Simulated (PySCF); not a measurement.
Unrelated species, one level of theory. Method: TDDFT wB97X-D/def2-SVPD, vertical, gas phase, core orbitals frozen in the response in PySCF. Geometries: GFN2-xTB; one conformer of each isolated species. Triplets are in the Tamm–Dancoff approximation.

Question: Rank by computed HOMO energy, highest first.
A. `O=C1C[C@H](Cl)[SiH2][SiH2]1`
B. `O=C(O)[C@@H]1C=C(F)C[SiH2]1`
C. `C[C@@H]1[C@H]([SiH3])C[P@@H]1=O`
D. `COC1=C[Si@@H](O)C=C1F`
E. `FCC#C[SiH]1OCCO1`

Answer: D (-8.43 eV), A (-8.88 eV), B (-9.15 eV), C (-9.48 eV), E (-9.91 eV).

| SMILES | HOMO (eV) | LUMO (eV) | gap (eV) | α (au) | f (S1) | T1 (eV) | S1 mainly |
| --- | --- | --- | --- | --- | --- | --- | --- |
| COC1=C[Si@@H](O)C=C1F | -8.43 | 0.20 | 8.63 | 88.7 | 0.026 | 2.80 | H→L (98%) |
| O=C1C[C@H](Cl)[SiH2][SiH2]1 | -8.88 | -0.11 | 8.77 | 105.0 | 0.000 | 2.71 | H→L (89%) |
| O=C(O)[C@@H]1C=C(F)C[SiH2]1 | -9.15 | 1.46 | 10.61 | 87.4 | 0.002 | 4.55 | H→L (38%) |
| C[C@@H]1[C@H]([SiH3])C[P@@H]1=O | -9.48 | 1.81 | 11.29 | 96.3 | 0.027 | 6.82 | H→L+1 (44%) |
| FCC#C[SiH]1OCCO1 | -9.91 | 1.05 | 10.97 | 86.5 | 0.000 | 4.98 | H-1→L (54%) |

H and L stand for HOMO and LUMO.
